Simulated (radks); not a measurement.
Results of a calculation; reference values are marked as such.
All-electron atom: Sn I in [Kr] 4d10 5s2 5p2.

Level of theory: scalar-relativistic Kohn-Sham, PBEsol, spin-polarised, spherical densities, point nucleus; open shells are filled with parallel spins first (spin-orbit coupling, left out, can overturn this in heavy ions) (a radial shooting solver on a logarithmic mesh with Libxc functionals).

Energy parts (eV):
total: -168016.080
kinetic: 175411.272
electron-nucleus: -406384.923
Hartree: 67366.312
exchange-correlation: -4408.741

Orbitals (lengths in bohr, moments of r in powers of bohr):
orbital  occ.  eigenvalue (eV)   <1/r>     <r^2>
1s up       1        -28998.84   53.06  0.001143
1s down     1        -28998.81   53.06  0.001143
2s up       1        -4377.889   12.11   0.01859
2s down     1        -4377.880   12.11   0.01859
2p up       3        -3930.690   11.64   0.01467
2p down     3        -3930.668   11.64   0.01467
3s up       1        -844.4373   4.299    0.1318
3s down     1        -844.4117   4.299    0.1318
3p up       3        -698.3245   4.093    0.1325
3p down     3        -698.2956   4.093    0.1325
3d up       5        -473.2304   3.864    0.1176
3d down     5        -473.2045   3.864    0.1176
4s up       1        -133.6059   1.697    0.7585
4s down     1        -133.5521   1.696    0.7583
4p up       3         -89.4290   1.539    0.8980
4p down     3         -89.3692   1.539    0.8968
4d up       5         -25.7101   1.214     1.453
4d down     5         -25.5460   1.219     1.430
5s up       1         -11.0132  0.5357     6.592
5s down     1          -9.7970  0.5448     6.465
5p up       2          -4.1715  0.4000     11.83
5p down     0          -2.8254  0.3964     12.52

The highest occupied level is 5p up at -4.171 eV. Summed over all electrons, <r^2> = 60.39 bohr^2, which gives a Langevin (diamagnetic) susceptibility term of -47.8 x 10^-6 cm^3/mol. Spin moment in Bohr magnetons: 2. The density falls to 0.001 e/bohr^3 at r = 4.70 bohr.
